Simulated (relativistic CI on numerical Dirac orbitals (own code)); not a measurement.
V+ in a cubic cluster: 2p photoemission with charge transfer

Computed with a charge-transfer multiplet model of a cubic metal-ligand cluster with up to one ligand hole, Slater and spin-orbit integrals from Dirac-Coulomb-Breit ions, Slater integrals scaled by 0.7. The ground state mixes d4 with configurations of k ligand holes L, whose averages lie at kΔ + k(k − 1)U_dd/2; a core hole lowers each added d electron by U_cd. 20 K, Lorentzian 0.6 eV and Gaussian 0.8 eV FWHM.

Atomic integrals in eV (Slater integrals scaled, ζ unscaled), ground: F2dd 5.287, F4dd 3.249, zeta_d 0.015; with the core hole: F2dd 6.869, F4dd 4.275, zeta_d 0.030, zeta_core 4.613, F2cd 3.776, G1cd 2.721, G3cd 1.543.

Cluster parameters (eV): Δ = 10.2, U_dd = 4.5, 10Dq = 1.25, 10Dq(ligand) = 0.8, V(eg) = 1.85, V(t2g) = -0.84, final-state hopping factor = 0.8.

```
         Case   n_d    d4   d5L     S
  U_cd = 4 eV  4.08  0.92  0.08  1.98
U_cd = 4.6 eV  4.08  0.92  0.08  1.98
U_cd = 5.8 eV  4.08  0.92  0.08  1.98
```

Weights, n_d and S are thermal averages at 20 K. Binding energies count from the first peak over 30 % of the highest in each spectrum, which can be another peak from case to case. The parameters are a model scan and need not match a compound or its usual spin state. Peaks in eV (height, largest 100):
- U_cd = 4 eV: 0.0 (100), 8.0 (57)
- U_cd = 4.6 eV: 0.0 (100), 8.0 (57)
- U_cd = 5.8 eV: 0.0 (100), 8.1 (56)

For the case U_cd = 5.8 eV, Δ = 10.2 eV is larger than U_dd = 4.5 eV, the Mott-Hubbard side of the Zaanen-Sawatzky-Allen scheme. With the core hole the configuration with one ligand hole lies at Δ − U_cd = 6.2, 5.6, 4.4 eV from the one without, in the order of the table; where this is negative the screened configuration lies lower.
